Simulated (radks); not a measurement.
Task: Numerical settings for neutral iron, [Ar] 3d6 4s2. Calculated with a radial shooting solver on a logarithmic mesh with Libxc functionals: Dirac Kohn-Sham, LDA (Slater exchange, Perdew-Wang correlation), spin-unpolarised, spherical densities, finite nucleus; open shells are shared between the two j in proportion to 2j + 1; Fermi nuclear charge, rms radius 3.7377 fm. The defaults (mesh step 0.008 in ln r, mesh end at 40 bohr or more with all orbitals vanishing there, Anderson mixing 0.5 over 9 steps, residual threshold near 1e-9 with the energy settled to 1e-9 hartree or 1e-11 of itself, here a cap of 65 iterations) give E = -1270.2107 hartree and 4s1/2 at -5.482 eV in 14 iterations. Run on one thread of a shared host, so times are rough (Arm Neoverse V1): 0.1 s of CPU time, 0.1 s wall, 14 iterations on 2381 mesh points. One setting is changed at a time: mesh step in ln r 0.05; mesh step in ln r 0.003; mesh step in ln r 0.012; mesh end (bohr) 3; mesh end (bohr) 1; residual threshold 0.01; residual threshold 1e-13; mixing 1.5; linear mixing, mixing 0.2; linear mixing, mixing 0.5; mixing history 20; iteration cap 3. Which runs fail to converge, and which converge to a wrong energy?

Result: Not converged within the cap: linear mixing, mixing 0.2; iteration cap 3. Settled on a wrong energy, with an occupied level pushed above zero by the early mesh end: mesh end (bohr) 3 (+1.4 hartree); mesh end (bohr) 1 (+123 hartree). Apart from these: no run marked as converged misses the energy by more than 1 mhartree.
